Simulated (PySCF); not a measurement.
C₂H₈CdOSi, SMILES C[CH2][Cd][O][SiH3].

Coordinates come from a PBE-D3(BJ)/def2-SVP optimisation. The def2 effective core potentials stand for the cores of Cd; spin–orbit coupling is left out. Other conformers were not sampled.

Two levels are set side by side: PBE/def2-TZVP (PySCF) and PBE0/def2-TZVP (PySCF). Same geometry, gas phase. Differences are taken from unrounded values.

| quantity | PBE |
|---|---|
| orbital gap (eV) | 4.50 |
| highest occupied level (eV) | -6.26 |
| lowest empty level (eV) | -1.76 |
| dipole moment (D) | 3.56 |
| mean polarisability (bohr³) | 91.9 |

### Question
These are the PBE values. What does PBE0 give? (The exact figures need the calculation; the answer reports its results.)

### Answer

| quantity | PBE0 | PBE minus PBE0 |
|---|---|---|
| orbital gap (eV) | 6.68 | -2.18 |
| highest occupied level (eV) | -7.61 | 1.35 |
| lowest empty level (eV) | -0.93 | -0.83 |
| dipole moment (D) | 3.49 | 0.07 |
| mean polarisability (bohr³) | 86.8 | 5.1 |

Without exact exchange PBE keeps part of each electron's self-repulsion, which lifts occupied levels and narrows the gap. Loosely held outer electrons make PBE densities more polarisable. Differences between two approximate levels are no errors against the true value.

Rough cost on one machine, each run with all the roots and properties that it gave: PBE0 against PBE within a factor of 2.
